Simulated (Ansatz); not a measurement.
The same path of BH7NOPSi (12 atoms, charge 0, multiplicity 1) was run 3 times with different band settings. The coordinate that changes most is the dihedral H10–Si4–O5–H12.

These are results of RKS PBE0/def2-SVP in Ansatz 0.2.0, not measurements.

Relaxed end points:

```xyz
12
Properties=species:S:1:pos:R:3
B -0.730 1.309 1.592
N -0.857 1.244 0.200
P 0.348 0.891 -1.029
Si 0.783 -1.302 -0.614
O -0.346 -2.299 -1.327
H 0.332 1.045 2.107
H -1.692 1.641 2.247
H -1.751 1.499 -0.209
H 1.511 1.337 -0.333
H 2.162 -1.541 -1.156
H 0.724 -1.610 0.840
H -0.407 -2.269 -2.286
```

```xyz
12
Properties=species:S:1:pos:R:3
B -0.766 1.284 1.590
N -0.809 1.277 0.192
P 0.481 1.039 -0.979
Si 0.801 -1.192 -0.785
O -0.395 -1.906 -1.702
H 0.278 1.044 2.155
H -1.778 1.541 2.200
H -1.690 1.505 -0.260
H 1.585 1.345 -0.127
H 2.174 -1.497 -1.306
H 0.715 -1.643 0.641
H -0.520 -2.852 -1.585
```

Common settings: climbing image yes; spring 5.0 eV/Å²; optimiser quadratic models (default); force threshold 0.05 eV/Å; iteration limit 60; end points relaxed.

| run | movable images | start path |
| --- | --- | --- |
| 1 | 7 | through a guess of the saddle point |
| 2 | 3 | through a guess of the saddle point |
| 3 | 7 | straight line |

Question: What does each run give, and how far can it be trusted?

Answer: Run 1: converged after 46 iterations, highest image 0.037 eV above the first end. A vibrational analysis at the climbing image gives one clearly imaginary mode, 210i cm⁻¹: a first-order saddle point.
Run 2: converged after 31 iterations, highest image 0.038 eV above the first end. Another band between the same ends (7 images) ends at a top of the same energy, where a vibrational analysis finds 1 clearly imaginary mode. So few images can step over the top or miss a turn of the path.
Run 3: converged after 19 iterations, highest image 0.037 eV above the first end. Another band between the same ends (7 images) ends at a top of the same energy, where a vibrational analysis finds 1 clearly imaginary mode.
